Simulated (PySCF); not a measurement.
Mg2O, SMILES [Mg][O][Mg] (connectivity only; charge and spin as stated), neutral, multiplicity 1. Heavy atoms are numbered as in [Mg:1][O:2][Mg:3].

The structure is a stationary point at PBE0-D3(BJ)/def2-TZVP.

Level of theory: HF/def2-TZVPD (PySCF).

Mulliken values depend strongly on the basis, most of all with diffuse functions as here. ESP charges are fitted to the potential on shells at 1.4 to 2.0 van der Waals radii. Atomic charges (e), one atom of each kind:

| atom | ESP fit | Mulliken | IAO |
|---|---|---|---|
| Mg1 | 0.30 | 0.12 | [?] |
| O2 | -0.60 | -0.23 | [?] |

Question: Fill in the missing entries. (An estimate is asked for; the answer gives what the named calculation found.)

Answer: 
- Mg1, IAO: 0.87
- O2, IAO: -1.74
